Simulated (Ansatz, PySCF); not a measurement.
Input for Ansatz (a program for electronic structure):
Ansatz 0.2 input:
```yaml
crystal:
  periodic: [false, false, false]
  atoms:
    - {symbol: Cr, position_ang: [0.14543431, -0.12779569, -0.17191362]}
    - {symbol: O, position_ang: [-1.17708781, -0.91680410, 0.07568815]}
    - {symbol: O, position_ang: [-0.18914159, 1.29012621, -0.72910492]}
    - {symbol: O, position_ang: [0.92992647, 0.01006494, 1.16915765]}
basis:
  gaussian:
    orbitals: STO-3G
hamiltonian:
  xc: cam_b3lyp
total_charge: 1
magnetization: {spin_polarized: true, initial_magnetization: 1}
accuracy: high
```

### Question
Write the same job for PySCF.

### Answer
This is not unique; one that fits is 
```python
from pyscf import gto, scf, dft

mol = gto.Mole()
mol.atom = '''
    Cr    0.145434   -0.127796   -0.171914
    O    -1.177088   -0.916804    0.075688
    O    -0.189142    1.290126   -0.729105
    O     0.929926    0.010065    1.169158
'''
mol.basis = 'sto-3g'
mol.charge = 1
mol.spin = 1
mol.verbose = 4
mol.build()

mf = dft.UKS(mol)
mf.xc = 'camb3lyp'
mf.grids.atom_grid = (99, 590)
mf.grids.prune = None
mf.kernel()
```

Both were run: Ansatz gave -1255.779139 Eh and PySCF -1255.779140 Eh, 0.001 mEh apart.
